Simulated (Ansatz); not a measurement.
`C=C(F)B(F)P` at its PBE0-D4/def2-TZVP geometry, where that method's forces vanish. Total charge 0; spin multiplicity 1.

```csv
atom,x (Å),y (Å),z (Å)
C1,-1.508,0.923,-0.915
C2,-0.415,0.718,-0.189
F3,0.376,1.767,0.123
B4,0.062,-0.668,0.335
F5,-0.719,-1.715,0.084
P6,1.613,-0.882,1.430
H7,-2.139,0.079,-1.158
H8,-1.787,1.908,-1.270
H9,2.053,-2.104,0.867
H10,2.464,-0.026,0.693
```

**Question.** For each bond, give half the difference of the two atoms' forces along it (eV/Å; positive pushes the atoms apart) under PBE-D4, r2SCAN-D4, B3LYP-D4, ωB97M-V in def2-TZVPP. (An estimate is asked.)

**Answer.** Computed: 
| bond | length (Å) | PBE-D4 | r2SCAN-D4 | B3LYP-D4 | ωB97M-V |
| --- | --- | --- | --- | --- | --- |
| C1–C2 | 1.327 | 0.39 | 0.17 | 0.02 | -0.20 |
| C1–H7 | 1.082 | 0.00 | -0.07 | -0.08 | -0.04 |
| C1–H8 | 1.084 | -0.02 | -0.09 | -0.09 | -0.03 |
| C2–F3 | 1.351 | 0.48 | 0.33 | 0.43 | 0.36 |
| C2–B4 | 1.557 | -0.36 | -0.21 | -0.20 | 0.01 |
| B4–F5 | 1.329 | 0.53 | 0.19 | 0.20 | 0.16 |
| B4–P6 | 1.911 | -0.07 | -0.04 | 0.02 | -0.03 |
| P6–H9 | 1.416 | 0.19 | 0.00 | -0.05 | -0.10 |
| P6–H10 | 1.414 | 0.18 | -0.01 | -0.05 | -0.10 |

B3LYP here is the variant with VWN-RPA as its local correlation; programs differ in this.
